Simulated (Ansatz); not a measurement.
`F[BH][GeH2][SH]` and `FB[SiH2]S` differ in one element.

Ansatz, PBE0-D4/def2-TZVP geometries, multiplicity 1. Each molecule was computed in one conformer, which needn't be the lowest.

Scalar relativity is left out up to krypton.

```csv
property,`F[BH][GeH2][SH]`
HOMO energy (PBE/def2-TZVPP) / eV,-5.99
size of the dipole moment (PBE/def2-TZVPP) / D,1.07
HOMO–LUMO gap (PBE0/def2-TZVPP) / eV,5.24
HOMO energy (B3LYP/def2-TZVPP) / eV,-6.95
LUMO energy (ωB97M-V/def2-TZVPP) / eV,0.02
HOMO energy (PBE0/def2-TZVPP) / eV,-7.18
```

(1) What does the change do to each property? (An estimate is asked.)

Results:

(1) Computed: 
```csv
property,`FB[SiH2]S`,shift
HOMO energy (PBE/def2-TZVPP) / eV,-6.15,-0.16
size of the dipole moment (PBE/def2-TZVPP) / D,0.59,-0.48
HOMO–LUMO gap (PBE0/def2-TZVPP) / eV,5.40,0.16
HOMO energy (B3LYP/def2-TZVPP) / eV,-7.12,-0.17
LUMO energy (ωB97M-V/def2-TZVPP) / eV,0.02,0.00
HOMO energy (PBE0/def2-TZVPP) / eV,-7.34,-0.16
```

Dipoles are sizes alone; their direction can turn.

B3LYP here is the variant with VWN-RPA as its local correlation; programs differ in this.
